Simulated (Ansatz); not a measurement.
`N[SiH](F)[O][SbH2]` + H–F → `N[SiH](F)F` + `[OH][SbH2]` at 700 K and 1 bar (ligand exchange at the Si–O bond).

Computed with Ansatz on PBE0-D4/def2-TZVP structures; ΔE is electronic, products minus reactants. CCSD(T)/CBS is the MP2 limit (def2-TZVPP, def2-QZVPP) plus CCSD(T) − MP2 in def2-TZVPP, frozen cores. This one scheme is used for every species. Elements past krypton have def2 core potentials. For Sb outer-core shells are correlated without core-valence functions, which leaves a few kJ/mol of doubt a bond. Each species was taken in one conformer, which may not be the lowest.

| species | CCSD(T)/CBS energy (Eh) | H − E (kJ/mol) | S (J/(mol·K)) |
| --- | --- | --- | --- |
| `N[SiH](F)[O][SbH2]` | -761.92621 | 233.9 | 512.4 |
| H–F | -100.39570 | 45.2 | 198.5 |
| `N[SiH](F)F` | -545.34917 | 165.4 | 392.7 |
| `[OH][SbH2]` | -316.98030 | 111.4 | 336.4 |

H − E and S are ideal-gas, rigid-rotor, harmonic terms from PBE0-D4/def2-TZVP, for one conformer and one mirror image of each species. 1 Eh = 2625.50 kJ/mol, R = 8.31446 J/(mol·K).

Problem. By hand: ΔE, ΔH, ΔS and ΔG.

Solution. ΔE = (-545.34917) + (-316.98030) − (-761.92621) − (-100.39570) = -0.00756 Eh = -19.8 kJ/mol. Δ(H − E) = 165.4 + 111.4 − 233.9 − 45.2 = -2.3, so ΔH = -22.1 kJ/mol. ΔS = 392.7 + 336.4 − 512.4 − 198.5 = 18.2 J/(mol·K). ΔG = -22.1 − 700 × (18.2)/1000 = -34.8 kJ/mol.

Problem. By hand: the equilibrium constant, and the temperature at which ΔG would vanish if ΔH and ΔS stayed fixed.

Solution. log₁₀ K = −ΔG/(RT ln 10) = 2.6. ΔH and −TΔS have one sign here, so there is no such temperature.

TΔS isn't small against ΔH here. A doubt of 5 kJ/mol in ΔE shifts log₁₀ K by 0.4 here. Other conformers and mirror images would add mixing entropy, several J/(mol·K) or more a flexible species. Modes under 60 cm⁻¹, often nearly free rotors, make the harmonic entropy too high. These are equilibria of isolated gas molecules and say nothing of rates. Largest T1 diagnostic: 0.014 (customary marks: 0.02 for closed shells, 0.045 for open ones).
